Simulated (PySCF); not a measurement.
Molecule: `CCCB(C)C`, C5H13B.

Bonds (- single, = double, # triple, : aromatic): C1-C2, C2-C3, C3-B4, B4-C5, B4-C6. C1 carries H7, H8, H9; C2 carries H10, H11; C3 carries H12, H13; C5 carries H14, H15, H16; C6 carries H17, H18, H19.

Geometry PBE0-D3(BJ)/def2-SVP throughout; GIAO in PySCF 2.14, gas phase, one conformer, non-relativistic; equivalent atoms averaged; basis pcSseg-1.

Task: How do the absolute shieldings σ depend on the functional? (ppm; last column core-seconds on shared hosts with different chips, so compare them loosely; the GGAs took longer than the global hybrids here, which isn't the general rule, and the cause wasn't traced)

Result: 
| functional | kind | C3 | C1 | C2 | C5/C6 | B4 | H10/H11 | H7/H8/H9 | H14/H15/H16/H17/H18/H19 | H12/H13 | core-s |
| --- | --- | --- | --- | --- | --- | --- | --- | --- | --- | --- | --- |
| HF | Hartree–Fock | 160.2 | 171.7 | 172.8 | 177.6 | 32.7 | 30.52 | 30.64 | 30.90 | 31.00 | 8.9 |
| LDA | LDA | 138.6 | 161.8 | 159.5 | 164.2 | -1.3 | 29.37 | 29.83 | 29.86 | 29.61 | 23 |
| PBE | GGA | 140.9 | 159.8 | 157.4 | 164.7 | 6.2 | 29.76 | 30.18 | 30.27 | 30.06 | 29 |
| BLYP | GGA | 135.8 | 154.2 | 151.3 | 160.7 | 3.5 | 29.92 | 30.31 | 30.47 | 30.26 | 29 |
| BP86 | GGA | 141.1 | 159.5 | 157.3 | 164.5 | 7.7 | 29.85 | 30.24 | 30.35 | 30.15 | 29 |
| OPBE | GGA | 149.5 | 165.5 | 163.3 | 170.5 | 18.5 | 29.80 | 30.23 | 30.29 | 30.09 | 29 |
| KT2 | GGA | 145.4 | 163.0 | 160.8 | 168.7 | 16.9 | 29.77 | 30.16 | 30.30 | 30.09 | 24 |
| KT3 | GGA | 146.4 | 161.7 | 159.0 | 168.8 | 20.1 | 29.91 | 30.30 | 30.46 | 30.26 | 23 |
| B97-D | GGA | 142.6 | 158.4 | 156.1 | 165.3 | 15.9 | 29.99 | 30.36 | 30.54 | 30.34 | 24 |
| B3LYP | global hybrid | 141.8 | 158.8 | 157.0 | 164.8 | 8.8 | 30.02 | 30.35 | 30.52 | 30.38 | 16 |
| PBE0 | global hybrid | 147.9 | 164.8 | 163.7 | 169.5 | 12.9 | 29.92 | 30.26 | 30.37 | 30.26 | 16 |
| mPW1PW91 | global hybrid | 147.5 | 163.9 | 162.8 | 168.7 | 13.4 | 29.98 | 30.31 | 30.43 | 30.32 | 16 |
| WP04 | global hybrid | 139.3 | 151.8 | 149.2 | 159.5 | 10.7 | 30.31 | 30.60 | 30.80 | 30.69 | 18 |
| B97-2 | global hybrid | 148.6 | 163.7 | 162.4 | 169.6 | 17.9 | 30.03 | 30.36 | 30.51 | 30.39 | 18 |
| BHandHLYP | global hybrid | 149.1 | 164.2 | 163.6 | 169.9 | 16.9 | 30.16 | 30.41 | 30.61 | 30.57 | 18 |
| CAM-B3LYP | range-separated hybrid | 145.8 | 162.9 | 161.9 | 167.9 | 8.3 | 30.00 | 30.30 | 30.46 | 30.36 | 25 |
| wB97X-D | range-separated hybrid | 149.9 | 165.0 | 164.5 | 170.5 | 17.5 | 30.10 | 30.37 | 30.54 | 30.45 | 28 |
| LC-wPBE | range-separated hybrid | 154.6 | 170.3 | 170.5 | 173.5 | 10.7 | 30.07 | 30.34 | 30.42 | 30.38 | 41 |

Task: Which nucleus moves most, in ppm?

Result: B4 (boron bonded to 3 C): from -1.3 ppm with LDA to 32.7 ppm with HF. The smallest spread is 0.81 ppm, at H7/H8/H9. Proton shifts span only some 12 ppm, so a few tenths of a ppm matter as much there as several ppm in carbon.
